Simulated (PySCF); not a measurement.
C4H8BN, SMILES CC1=CCB1N. Coordinates come from a B3LYP-D3(BJ)/def2-SVP optimisation. The structure was generated by enumeration, and PubChem lists no compound with its InChIKey, so it may never have been made. The values are those of a single conformer.

These are B3LYP-D3(BJ)/def2-SVP in PySCF 2.14.0 values and carry that method's errors.

Harmonic wavenumbers (cm⁻¹): 85, 157, 207, 258, 386, 496, 519, 590, 615, 680, 776, 840, 912, 929, 988, 1043, 1077, 1094, 1149, 1204, 1290, 1390, 1424, 1447, 1452, 1467, 1603, 1671, 3009, 3016, 3056, 3073, 3087, 3094, 3586, 3684. Rotational constants (GHz): 4.965, 3.304, 2.035; symmetry number 1.

**Question.** Work out the zero-point energy and the ideal-gas rigid-rotor harmonic-oscillator thermochemistry at 298.15 K and 1 atm.

**Answer.** ZPE = ½ Σ hcν = ½ × 51352 cm⁻¹ = 73.41 kcal/mol. H − E(el) = 78.34 kcal/mol. Entropy in cal/(mol K): translation 39.09, rotation 26.67, vibration 14.81, total 80.57. G − E(el) = 54.32 kcal/mol. Cp = 26.97 cal/(mol K). Modes under 150 cm⁻¹ make the vibrational entropy uncertain.
